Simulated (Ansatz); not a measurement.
Program: Ansatz. Geometries: PBE0-D4/def2-TZVP. ΔE: electronic, gas phase. CCSD(T)/CBS adds triple-zeta CCSD(T) − MP2 to the extrapolated MP2 energy (def2 sets, frozen cores). This one scheme is used for every species. DFT in def2-TZVPP. def2 core potentials past Kr. For Sn outer-core shells are correlated without core-valence functions, which leaves a few kJ/mol of doubt a bond. One conformer a species, not always the lowest.

Reaction (ligand exchange at the Sn–O bond): `C[O][SnH]([F])[O][SiH3]` + H–F → `[F][SnH]([F])[O][SiH3]` + CH₃OH

CCSD(T)/CBS gives -0.23 eV.

Problem. Another level gave -0.32 eV. Which?
A. MP2/def2-TZVPP
B. CCSD/def2-TZVPP
C. PBE/def2-TZVPP
D. ωB97M-V/def2-TZVPP

Solution. D. ωB97M-V -0.32, PBE -0.37, CCSD/def2-TZVPP -0.26, MP2/def2-TZVPP -0.19 eV.

Largest T1 diagnostic among the species: 0.014.

The D4 term adds +0.11 eV with B3LYP and +0.06 eV with PBE0; it sums over pairs of atoms, weighted by their polarisabilities, and B3LYP, whose exchange is more repulsive, gets the larger term. In def2-TZVPP, CCSD(T) changes the Hartree–Fock value by +0.22 eV (the triples alone add +0.03 eV) and MP2 by +0.26 eV.

B3LYP here is the variant with VWN-RPA as its local correlation; programs differ in this.
